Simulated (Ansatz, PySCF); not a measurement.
Reaction (SMILES): [GaH2] (GaH2) -> [GaH2] (GaH2) as singlet, charge +1 + e-
Geometries: B3LYP-D3(BJ)/def2-TZVP minima from Ansatz (a quantum-chemistry and plane-wave program). A spin state is the lowest found, not a proven ground state.

Quantity: adiabatic ionisation energy (0 K, with B3LYP-D3(BJ) harmonic zero-point energies from PySCF), in eV. Cores are frozen in the correlated levels unless marked. UHF or UKS for open shells. Spin-orbit coupling is left out. The frozen core is the preceding noble-gas configuration, with the filled d and f shells of earlier blocks. Non-relativistic. CBS(X,Y): correlation extrapolated as X^-3; Hartree-Fock from the larger set (for Q and 5 zeta extrapolated as (X+1)exp(-9√X)).

```
level              program  adiabatic ionisation energy (eV)
-----------------  -------  --------------------------------
HF/def2-SVP         Ansatz                              6.61
HF/aug-cc-pVTZ      Ansatz                              6.62
BLYP/def2-TZVPD     Ansatz                              7.00
r2SCAN/def2-TZVPD   Ansatz                              7.19
```

### Question
What does CCSD(T)/CBS(cc-pVQZ,cc-pV5Z) (Ansatz) give?

### Answer
6.97 eV, so r2SCAN/def2-TZVPD differs from it by 0.22 eV.
